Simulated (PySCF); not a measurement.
3-ethylideneoxetane (C5H8O), SMILES CC=C1COC1. Geometry: PBE-D3(BJ)/def2-SVP.

These are PySCF with PBE-D3(BJ)/def2-SVP values and carry that method's errors.

Harmonic wavenumbers (cm⁻¹): 109, 154, 183, 235, 393, 469, 667, 764, 860, 927, 937, 988, 1004, 1016, 1027, 1076, 1097, 1102, 1148, 1240, 1273, 1323, 1348, 1400, 1411, 1416, 1447, 1767, 2906, 2922, 2951, 2955, 2956, 3022, 3059, 3076. Rotational constants (GHz): 9.540, 2.270, 1.901; symmetry number 1.

Question: Work out the zero-point energy and the ideal-gas rigid-rotor harmonic-oscillator thermochemistry at 298.15 K and 1 atm.

Answer: ZPE = ½ Σ hcν = ½ × 50625 cm⁻¹ = 72.37 kcal/mol. H − E(el) = 77.07 kcal/mol. Entropy in cal/(mol K): translation 39.20, rotation 26.46, vibration 13.56, total 79.23. G − E(el) = 53.45 kcal/mol. Cp = 24.93 cal/(mol K). Modes under 150 cm⁻¹ make the vibrational entropy uncertain.
